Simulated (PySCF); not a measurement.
## Choosing a basis for TDDFT

Species: C2H8N2OSi.
Z-matrix (Å and degrees, PBE0-D3(BJ)/def2-SVP geometry), rows numbered from 1:
```
C 
N   1  1.4480
Si  2  1.7431  1  122.13
C   3  1.9265  2  108.20  1   -74.28
N   4  1.3574  3  114.36  2   -15.19
O   4  1.2170  3  121.50  2   165.92
H   1  1.1019  2  109.73  3    40.76
H   1  1.1071  2  114.17  3   -79.43
H   1  1.1026  2  111.22  3   158.55
H   2  1.0145  1  113.27  3   147.97
H   3  1.4918  2  107.02  1   167.84
H   3  1.4953  2  114.93  1    45.42
H   5  1.0141  4  119.95  3  -177.26
H   5  1.0127  4  119.50  3    -1.79
```

TDDFT with PBE0 (PySCF), vertical singlets, core orbitals frozen in the response, spherical d and f functions. The structure is a single PBE0-D3(BJ)/def2-SVP conformer in the gas phase; no vibrational or solvent corrections.

| basis | functions | diffuse | S1 (eV) | S2 (eV) | S3 (eV) | S4 (eV) | S5 (eV) | LUMO (eV) | α (au) |
| --- | --- | --- | --- | --- | --- | --- | --- | --- | --- |
| 6-31G* | 104 | no | 4.80 | 6.09 | 6.34 | 6.95 | 7.13 | 0.37 | 58.4 |
| def2-SVP | 128 | no | 4.74 | 6.06 | 6.35 | 6.96 | 7.07 | 0.17 | 60.6 |
| 6-31+G* | 128 | yes | 4.72 | 5.48 | 5.94 | 6.12 | 6.41 | -0.35 | 67.9 |
| def2-SVPD | 191 | yes | 4.64 | 5.72 | 6.02 | 6.49 | 6.55 | -0.31 | 72.8 |
| aug-cc-pVDZ | 214 | yes | 4.63 | 5.32 | 5.77 | 5.97 | 6.13 | -0.50 | 74.8 |
| def2-TZVP | 240 | no | 4.67 | 5.81 | 6.09 | 6.64 | 6.70 | -0.17 | 68.8 |

Problem. How much do these states and the polarisability depend on the basis?

Solution. States are compared by their number. Against the largest diffuse basis here (aug-cc-pVDZ, itself not a converged limit), sets without diffuse functions differ by up to 0.17 eV in S1 and 1.00 eV in S5; the smaller diffuse sets differ by up to 0.08 and 0.43 eV. State by state, the largest deviation of a set without diffuse functions is S1 0.17, S2 0.77, S3 0.58, S4 0.99, S5 1.00 eV. The same number needn't mean the same state in each row. Against aug-cc-pVDZ the polarisability deviates by -22% in 6-31G*, -19% in def2-SVP, -9% in 6-31+G*, -3% in def2-SVPD, -8% in def2-TZVP. A single + in a Pople set puts diffuse functions on heavy atoms only.
